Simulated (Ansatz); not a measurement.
Single points on CrS₂.

```yaml
crystal:
  periodic: [false, false, false]
  atoms:
    - {symbol: Cr, position_ang: [-0.188068, 0.205438, 0.266777]}
    - {symbol: S, position_ang: [1.357953, 1.405377, -0.403706]}
    - {symbol: S, position_ang: [-1.169894, -1.610815, 0.136929]}
basis:
  gaussian: {orbitals: def2-TZVPD, initial_orbitals: start.molden}
magnetization: {spin_polarized: true, initial_magnetization: 2}
hamiltonian: {xc: r2scan, dispersion: d4}
scf: {omitted_lower_state_checks: [starts]}
output: {orbitals: {seedname: orbitals}}
```

The file start.molden holds the orbitals of an earlier run on this structure, at another level or in another basis.

```sh
$ ansatz run in.yaml --threads 4 --pin off --events-out ev --progress --plain --max-ram 3916MiB
```

Output, abridged:

```
Functional definition: r2SCAN
1028 factors; their error is unknown
mean field evaluation 1: about -50091.3805 eV, gradient 6.1e0 eV
mean field evaluation 2: about -50091.4778 eV, gradient 3.3e-1 eV
mean field evaluation 4: about -50091.4716 eV, gradient 1.6e-1 eV
mean field evaluation 8: about -50091.4718 eV, gradient 8.2e-5 eV
mean field -50091.47175877 eV, -1840.8276339158 hartree, gradient 3.7e-6 eV, S^2 2.706024; 0 other end points of the search recorded, 0 dependent functions left out
reference -50091.47179332 eV, -1840.8276351854 hartree; 29, 27 occupied and 111, 113 virtual orbitals, 1028 factors
Total energy: -50091.49251955 eV, -1840.8283968602 hartree
Checks for a lower state left out: starts
```

Hardware: 4 threads of Intel Xeon 6975P-C on a shared host. Wall time 2.5 s.

As the first input, with `hamiltonian: {xc: pbe, dispersion: d4}` (abridged; 1.2 s):

```
Functional definition: PBE
mean field -50078.49762783 eV, -1840.3508433978 hartree, gradient 9.5e-6 eV, S^2 2.336124
Total energy: -50078.59789739 eV, -1840.3545282364 hartree
Checks for a lower state left out: starts
```

First input, but with `gaussian: {orbitals: def2-TZVPD}`, `hamiltonian: {xc: pbe0, dispersion: d4}` (abridged; 4.4 s):

```
Functional definition: PBE0
mean field evaluation 16: about -50079.5628 eV, gradient 1.7e-5 eV
mean field -50079.56282062 eV, -1840.3899885111 hartree, gradient 8.8e-6 eV, S^2 3.057041
Total energy: -50079.64894236 eV, -1840.3931534265 hartree
Checks for a lower state left out: starts
```

Geometry: PBE0-D4/def2-TZVPD, that of the charge -1 doublet.

At r2SCAN-D4/def2-TZVPD, PBE-D4/def2-TZVPD, PBE0-D4/def2-TZVPD the charge 0 triplet is spin-contaminated (final ⟨S²⟩ up to 3.06, 2.00 for a pure state). The structure comes from a short search, and lower isomers may exist.
